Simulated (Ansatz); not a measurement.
The same molecule with X = B, Al, Ga. Ansatz, PBE0-D4/def2-TZVP geometries, multiplicity 1. Each molecule was computed in one conformer, which needn't be the lowest.

Scalar relativity is left out up to krypton.

```
 X          molecule  mean X–C bond length / Å  mean X–F bond length / Å  mean X–H bond length / Å  HOMO–LUMO gap (PBE/def2-TZVPP) / eV  size of the dipole moment (PBE/def2-TZVPP) / D  HOMO energy (PBE/def2-TZVPP) / eV
 B           `O=CBF`                     1.604                     1.315                     1.194                                 1.90                                            1.40                              -5.92
Al  `O=[CH][AlH][F]`                     2.014                     1.650                     1.572                                 2.06                                            0.62                              -5.55
```

(1) Give the row for X = Ga, `O=[CH][GaH][F]`. (Estimate.)

## Answers

(1) The calculation gave: 
```csv
X,molecule,mean X–C bond length / Å,mean X–F bond length / Å,mean X–H bond length / Å,HOMO–LUMO gap (PBE/def2-TZVPP) / eV,size of the dipole moment (PBE/def2-TZVPP) / D,HOMO energy (PBE/def2-TZVPP) / eV
Ga,`O=[CH][GaH][F]`,2.030,1.762,1.556,2.13,0.32,-5.78
```

From B to Ga the mean X–C bond length rises at each step, by 0.426 Å in all; the mean X–F bond length rises at each step, by 0.447 Å in all; the mean X–H bond length isn't monotonic: highest at Al, lowest at B; the HOMO–LUMO gap (PBE/def2-TZVPP) rises at each step, by 0.23 eV in all; the HOMO energy (PBE/def2-TZVPP) isn't monotonic: highest at Al, lowest at B. Dipoles are sizes alone, and their direction can turn along the series.
